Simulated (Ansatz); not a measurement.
`BNBN[SiH3]` and `BNBNC` differ in one atom or group.

Ansatz, PBE0-D4/def2-TZVP geometries, multiplicity 1. Each molecule was computed in one conformer, which needn't be the lowest.

```
                                      property  `BNBN[SiH3]`
           HOMO–LUMO gap (PBE/def2-TZVPP) / eV          5.03
size of the dipole moment (PBE/def2-TZVPP) / D          1.31
         HOMO energy (ωB97M-V/def2-TZVPP) / eV        -10.23
            HOMO energy (PBE0/def2-TZVPP) / eV         -7.95
             LUMO energy (PBE/def2-TZVPP) / eV         -1.67
       HOMO–LUMO gap (ωB97M-V/def2-TZVPP) / eV         11.45
```

(1) What does the change do to each property? (An estimate is asked.)

Answers

(1) The calculation gave: 
```
                                      property  `BNBNC`  shift
           HOMO–LUMO gap (PBE/def2-TZVPP) / eV     4.81  -0.22
size of the dipole moment (PBE/def2-TZVPP) / D     1.72   0.41
         HOMO energy (ωB97M-V/def2-TZVPP) / eV    -9.68   0.55
            HOMO energy (PBE0/def2-TZVPP) / eV    -7.37   0.58
             LUMO energy (PBE/def2-TZVPP) / eV    -1.32   0.35
       HOMO–LUMO gap (ωB97M-V/def2-TZVPP) / eV    11.19  -0.26
```

With PBE0 the HOMO rises by 0.58 eV and the LUMO rises by 0.33 eV, so the gap narrows by about 0.25 eV. PBE moves the HOMO by 0.57 eV and ωB97M-V by 0.55 eV. Dipoles are sizes alone; their direction can turn.
